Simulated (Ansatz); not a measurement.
The cluster Li₅Te₃. Total charge 0; doublet. Geometry PBE-D4/def2-SVP, basis def2-TZVP, Ansatz.

```xyz
8

Li   -0.722   -1.840    1.615
Li    1.487   -1.634   -0.218
Li    1.057    1.343    0.977
Li   -0.210    0.648   -2.480
Li   -1.974    1.055   -0.217
Te   -1.099   -1.387   -0.993
Te    1.584   -0.889    2.249
Te   -0.122    2.704   -0.933
```

```tsv
run	HOMO (eV)	LUMO (eV)
A	-6.53	-1.35
B	-4.87	-4.38
C	-4.65	-4.43
D	-4.74	-4.46
E	-4.48	-4.27
F	-5.20	-4.07
```

In the def2 sets Te takes a core potential; there is no spin–orbit coupling. HSE06 is defined as in plane-wave codes, on full-range PBE exchange. Another isomer (doublet) lies 0.65 eV lower at PBE0-D4/def2-TZVP; other spin states weren't run for this one.

HOMO and LUMO are taken over both spins.

Task: The runs used BLYP, HF, HSE06, PBE, PBE0, r2SCAN. Estimate which is which.

Result: A HF (100 % exact exchange); B HSE06 (range-separated); C PBE (0 % exact exchange); D r2SCAN (0 % exact exchange); E BLYP (0 % exact exchange); F PBE0 (25 % exact exchange). Exact exchange lowers occupied and raises empty levels; among semilocal functionals meta-GGAs tend to open the gap a little, and such runs are hard to tell apart. The gap grows from 0.21 eV (BLYP) to 5.17 eV (HF).
